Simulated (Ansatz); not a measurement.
The same path of CH2ISi (5 atoms, charge -1, multiplicity 1) was run 3 times with different band settings. The coordinate that changes most is the angle H4–C1–Si2.

The calculation used RKS revPBE-D4/def2-SVP (Ansatz).

Relaxed end points:

```xyz
5
Properties=species:S:1:pos:R:3
C -1.372 -0.292 -0.456
Si 0.229 0.135 0.049
I 1.624 -1.721 1.198
H -1.791 0.650 -0.923
H 1.310 1.229 0.132
```

```xyz
5
Properties=species:S:1:pos:R:3
C -1.052 0.831 -0.686
Si 0.310 0.150 0.076
I 1.179 -2.215 1.177
H -1.997 0.276 -0.886
H 1.561 0.959 0.318
```

Common settings: spring 5.0 eV/Å²; optimiser quadratic models (default); force threshold 0.03 eV/Å; iteration limit 60; end points relaxed.

| run | movable images | climbing image | start path |
| --- | --- | --- | --- |
| 1 | 5 | yes | IDPP |
| 2 | 5 | yes | straight line |
| 3 | 4 | no | IDPP |

Question: What does each run give, and how far can it be trusted?

Answer: Run 1: converged after 7 iterations, highest image 0.156 eV above the first end. A vibrational analysis at the climbing image gives 2 clearly imaginary modes (467i, 197i cm⁻¹): a point of higher order, so a lower path passes nearby.
Run 2: converged after 9 iterations, highest image 0.156 eV above the first end. Another band between the same ends (5 images) ends at a top of the same energy, where a vibrational analysis finds 2 clearly imaginary modes.
Run 3: converged after 6 iterations, highest image 0.156 eV above the first end. No image climbed, so the highest image needn't sit at the top of the path.
Limits of this set-up: an anion without diffuse functions, the dipole of an ion depends on the origin.
